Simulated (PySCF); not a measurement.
Question: Give a PBE0-D3(BJ)/def2-SVP geometry of `Fc1cc[se]c1Cl`.

Answer: 
```xyz
9
C4H2ClFSe angstrom
F      1.294   -1.660   -0.739
C      0.612   -0.616   -0.295
C     -0.800   -0.669   -0.111
C     -1.342    0.493    0.352
Se    -0.064    1.816    0.607
C      1.203    0.578    0.017
Cl     2.867    0.928   -0.102
H     -1.375   -1.571   -0.327
H     -2.392    0.689    0.567
```

Orientation and origin are arbitrary. Atoms count from 1 in this order. The 7 heavy atoms lie in one plane (0.001 Å rms). The C–C distances run from 1.363 Å (C3–C4, aromatic) to 1.425 Å (C2–C3, aromatic), a spread of 0.062 Å. The 5-membered ring C2–C3–C4–Se5–C6 has internal angles of 87.2° to 115.5°; it is planar, 0.00 Å rms from its mean plane, widest ring torsion 0°.

Bonds between heavy atoms (Å): F1–C2 1.324, C2–C3 1.425, C3–C4 1.363, C4–Se5 1.857, Se5–C6 1.867, C6–Cl7 1.704, C2–C6 1.368.

Theory: PySCF, PBE0-D3(BJ)/def2-SVP geometry optimisation, gas phase.

Point group: Cs (every atom within 0.08 Å of its image). Whether it is a minimum is left open (no frequencies).
